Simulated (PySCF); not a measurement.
Compound: C3H6OSi.
Geometry (PBE0-D3(BJ)/def2-SVP, Å), atoms numbered from 1 in this order:
```xyz
11
C3H6OSi angstrom
C     -1.831    0.780   -0.773
C     -1.139    0.052    0.111
Si     0.520   -0.722   -0.255
C      1.839    0.163    0.852
O      2.363   -0.364    1.801
H     -1.472    0.948   -1.795
H     -2.793    1.241   -0.520
H     -1.562   -0.080    1.116
H      0.862   -0.471   -1.690
H      0.553   -2.178    0.065
H      2.085    1.236    0.599
```

Theory: TDDFT CAM-B3LYP/def2-SVPD, vertical, gas phase, core orbitals frozen in the response in PySCF 2.14.0, density-fitted response routines.

Ground-to-excited transition dipoles (e·a0, same axes as the geometry; the sign carries no meaning), for the states with f of 0.002 or more among the lowest 8:

```json
{"state": "S2", "E (eV)": "6.108", "μx": "0.716", "μy": "-0.014", "μz": "0.383"}
{"state": "S3", "E (eV)": "6.514", "μx": "-0.510", "μy": "0.246", "μz": "-0.346"}
{"state": "S4", "E (eV)": "6.668", "μx": "0.012", "μy": "-0.109", "μz": "0.105"}
{"state": "S5", "E (eV)": "6.824", "μx": "0.020", "μy": "0.304", "μz": "-0.083"}
{"state": "S6", "E (eV)": "7.064", "μx": "0.029", "μy": "0.186", "μz": "-0.084"}
{"state": "S7", "E (eV)": "7.402", "μx": "1.011", "μy": "-0.762", "μz": "0.558"}
{"state": "S8", "E (eV)": "7.497", "μx": "0.247", "μy": "-0.090", "μz": "0.262"}
```

Q: What oscillator strength does each state have?

A: f = (2/3) ΔE |μ|² with ΔE in hartree (27.2114 eV).

```tsv
state	|μ|² (au)	|μ| (D)	f
S2	0.660	2.06	0.099
S3	0.440	1.69	0.070
S4	0.023	0.39	0.004
S5	0.100	0.80	0.017
S6	0.043	0.52	0.007
S7	1.915	3.52	0.347
S8	0.138	0.94	0.025
```

Q: Which bond between heavy atoms lies closest to the direction of the S7 transition dipole?

A: C1–C2, at 19° from it; next C4–O5 at 29°.

Q: What angle do the transition dipoles of S5 and S7 make?

A: |cos θ| = |μa·μb| / (|μa| |μb|) = 0.59, so θ ≈ 54° (taken between 0 and 90°, since the signs are arbitrary).

Q: What peak molar absorption coefficient would the strongest computed level give as a lone Gaussian band 0.5 eV wide at half height?

A: ε(max) = 2.175×10⁸ f / FWHM, with the width in cm⁻¹. S7: 2.175×10⁸ × 0.3473 / 4033 ≈ 19000 L mol⁻¹ cm⁻¹.

The vertical ionisation energy (ΔSCF) is 9.32 eV, 1.83 eV above S8.

One conformer stands for the species.
